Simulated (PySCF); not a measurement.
C4H8OS, SMILES C[C@@H]1S[C@H](O1)C.

Coordinates come from a B3LYP-D3(BJ)/def2-SVP optimisation. The structure was generated by enumeration; whether it is a known compound was not checked.

Vertical ionisation energy (IE) and electron affinity (EA) in eV. Rows of orbital energies are one-electron estimates. Where ΔSCF, EOM or ADC give a negative EA the extra electron is unbound and the value depends on the basis.

| level | IE | EA |
|---|---|---|
| −ε(HOMO), −ε(LUMO), M06-2X/def2-TZVP (PySCF) | 7.79 | -0.52 |
| −ε(HOMO), −ε(LUMO), PBE/def2-TZVP (PySCF) | 5.30 | 1.41 |
